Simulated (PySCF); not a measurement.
**Electric field gradients and quadrupole coupling constants**

Species: trifluoroacetic acid, C2HF3O2.
Z-matrix (Å and degrees, PBE0-D3(BJ)/def2-SVP geometry), rows numbered from 1:
```
O 
C   1  1.1936
O   2  1.3257  1  126.30
C   2  1.5399  1  123.48  3  -179.18
F   4  1.3194  2  110.13  1    -6.07
F   4  1.3310  2  109.77  1   113.81
F   4  1.3293  2  110.62  1  -126.56
H   3  0.9705  2  107.57  1    -0.16
```

Field gradients from the PBE0/pcSseg-1 density (PySCF, non-relativistic), principal values in atomic units, ordered |Vxx| ≤ |Vyy| ≤ |Vzz|:

```tsv
atom	Vxx	Vyy	Vzz
O1	0.5872	1.0708	-1.6580
O3	-0.3945	-1.1763	1.5708
```

Q: Find the asymmetry η = (Vxx − Vyy)/Vzz and the couplings χ = eQV/h (234.96 MHz × Q in barn × V in au), with Q(17O) = −0.0256 b.

A: 
```tsv
atom	environment	nucleus	η	χzz (MHz)	χxx (MHz)	χyy (MHz)
O1	acid carbonyl oxygen	17O	0.29	9.97	-3.53	-6.44
O3	acid hydroxyl oxygen	17O	0.50	-9.45	2.37	7.08
```

The tensor is traceless: Vxx + Vyy + Vzz = 0.

Q: What is Vzz at O1 in SI units (1 au = 9.71736 × 10²¹ V/m²)?

A: -1.6580 au = -16.112 × 10²¹ V/m².

Q: And the gradient at the other heavy atoms, for which no coupling is worked out here?

A: 
| atom | environment | Vzz (au) | η |
| --- | --- | --- | --- |
| C2 | carboxylic acid carbon | 0.370 | 0.87 |
| C4 | CF3 carbon | -0.379 | 0.04 |
| F5 | fluorine of a CF3 group | 2.925 | 0.04 |
| F6 | fluorine of a CF3 group | 2.919 | 0.03 |
| F7 | fluorine of a CF3 group | 2.920 | 0.04 |

Q: What couplings would deuterons (Q(2H) = 0.00286 b) have in place of the hydrogens, at this geometry?

A: 
```
atom  bonded to  bond length (Å)  Vzz (au)     η  χzz (kHz)
  H8         O3            0.971    0.4291  0.10        288
```

Isolated species at its PBE0-D3(BJ)/def2-SVP geometry (one conformer only). These gradients aren't converged with respect to the basis.
